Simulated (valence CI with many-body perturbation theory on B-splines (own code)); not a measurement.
# Bi41+: key properties

Computed by valence CI with perturbative core correlation (CI+MBPT): six valence electrons over a frozen Dirac-Fock core [Kr], a basis of 7 s, 7 p, 8 d, 6 f, 4 g, 1 h functions for each j, with the one-electron correlation potential Σ1 (screened to all orders), the two-electron term Σ2, the three-electron term Σ3, Breit, model QED; selected single and double excitations, second order for the rest, scaled by the run's own slope (own B-spline code, finite nucleus).

The last digits are not significant, and no measured levels were compared; by estimate large intervals hold to a few tenths of a per cent, small ones and those within an open d or f shell to about a per cent. Among the levels kept, up to 720 cm⁻¹ of a level comes from second order outside the variational space, and about a tenth of that is noise between levels of different J, which matters for small intervals. Only levels of the ground parity were solved; by the run's estimate the other parity begins above the list, which can be wrong where configurations are misplaced.

Levels are named by their leading jj configuration (3d3/2^4 stands for four electrons in 3d with j = 3/2), which in mixed levels can hold well under half, so a name can repeat and another be missing.

Rates and lifetimes use the calculated energies. Strong lines usually hold to 10 to 20 %, long lifetimes can be off by a factor of two.

(1) What is the ground level?

(2) What is the ionisation energy?

(3) How well does LS coupling describe the low levels?

(4) Name the longest-lived excited levels whose lifetime is computed, and their main decay.

Results:

(1) (4d3/2^4 4d5/2^2) J=4, composition 41 % 4d⁶ ³F + 30 % 4d⁶ ⁵D + 14 % 4d⁶ ¹G, g = 1.243.

(2) 2030.5 eV; NIST lists 2029 ± 4 eV (theoretical).

(3) Among the lowest 20 levels the leading LS term, summed over configurations, holds 51 % on average. For single configurations the figures are 51 % in LS and 97 % in jj coupling. Terms mix most in the J = 2 level at 43.24 eV, where the leading one holds 31 %.

(4) (4d3/2^4 4d5/2^2) J=2 at 3.27 eV lives 195 s, mostly by E2 to (4d3/2^4 4d5/2^2) J=4; (4d3/2^4 4d5/2^2) J=0 at 11.37 eV lives 568 ms, mostly by E2 to (4d3/2^4 4d5/2^2) J=2; (4d3/2^3 4d5/2^3) J=6 at 33.90 eV lives 62.2 ms, mostly by E2 to (4d3/2^4 4d5/2^2) J=4.
